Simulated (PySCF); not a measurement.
ScF₂, SMILES [F][Sc+][F], charge +1. The structure is a stationary point at PBE-D3(BJ)/def2-TZVP. The spin state was assumed, not searched. The isomer is the one that the SMILES or the coordinates give; other isomers of the formula were not compared.

All values below come from PBE-D3(BJ)/def2-TZVP (PySCF 2.14.0).

Harmonic wavenumbers (cm⁻¹): 181, 770, 792. Rotational constants (GHz): 24.87, 6.208, 4.968; symmetry number 2.

### Question
Work out the zero-point energy and the ideal-gas rigid-rotor harmonic-oscillator thermochemistry at 298.15 K and 1 atm.

### Answer
ZPE = ½ Σ hcν = ½ × 1743 cm⁻¹ = 2.49 kcal/mol. H − E(el) = 5.34 kcal/mol. Entropy in cal/(mol K): translation 39.16, rotation 22.18, vibration 2.77, total 64.10. G − E(el) = -13.77 kcal/mol. Cp = 11.18 cal/(mol K).
